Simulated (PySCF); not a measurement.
Compound: C6H5Cl.
Numbering: `[CH2:1]=[C:2]1[CH:3]=[C:4]([Cl:5])[C:6]1=[CH2:7]`

Geometry (GFN2-xTB, Å), atoms numbered from 1 in this order:
```
atom  x, y, z in Å
C1    -1.8549   -0.6615    0.3063
C2    -0.5446   -0.5368    0.1925
C3     0.6311   -1.4025    0.3841
C4     1.4770   -0.4047    0.0342
Cl5    3.1610   -0.2663   -0.1066
C6     0.3904    0.5661   -0.1948
C7     0.2968    1.8276   -0.5710
H8    -2.5141    0.1625    0.0963
H9    -2.3093   -1.5880    0.6125
H10    0.7537   -2.4245    0.6829
H11   -0.6581    2.3154   -0.6632
H12    1.1720    2.4122   -0.7994
```

NICS = −σ at a ghost point: NICS(0) at the centroid of the ring atoms, NICS(1) 1 Å to either side along the normal of their mean plane, zz for the tensor component along that normal. Level: GIAO PBE0/pcSseg-1 (PySCF, non-relativistic, gas phase) on the GFN2-xTB geometry, one conformer.

Ring bond lengths (Å), with Mayer bond orders in brackets: C2–C3 1.473 (1.00), C3–C4 1.354 (1.54), C4–C6 1.475 (0.96), C6–C2 1.497 (0.94).

Problem. What do the NICS probes read (ppm)?

Solution. 
```
       ring                                                    type  NICS(0)  NICS(1), two faces  NICS(1)zz, two faces  rms pucker (Å)  centre to ring atoms, mean (Å)
C2–C3–C4–C6  4-membered carbocycle; formal bonds 1 double, 3 single      2.1         -2.9 / -2.9             2.0 / 2.1            0.00                            1.02
```

Problem. What do they say, and how far can they be read as aromaticity?

Solution. 
- C2–C3–C4–C6: mean NICS(1)zz 2.1 ppm, near zero. NICS(0) lies 5 ppm above the mean NICS(1).

Problem. What does the geometric index give? HOMA takes Krygowski's 1993 parameters.

Solution. 
- C2–C3–C4–C6: HOMA -0.79 = 1 − EN − GEO, with mean bond length 1.450 Å, EN = α(Ropt − mean)² = 0.979 and GEO = α × variance = 0.807.

Problem. At the first NICS(1) probe listed for ring C2–C3–C4–C6, 1 Å off the ring, what do the in-plane components average?

Solution. The isotropic value is a third of the trace: (3 × -2.9 − (2.0))/2 = -5.3 ppm.

Problem. How shielded are the nuclei of the rings and their hydrogens (means over atoms taken as equivalent)?

Solution. 
```
atoms                      environment  σ isotropic (ppm)
   C2  fully substituted alkene carbon               36.3
   C3                 alkene CH carbon               34.1
   C4              vinylic C–Cl carbon               29.0
   C6  fully substituted alkene carbon               30.1
  H10                 vinylic hydrogen              24.66
```
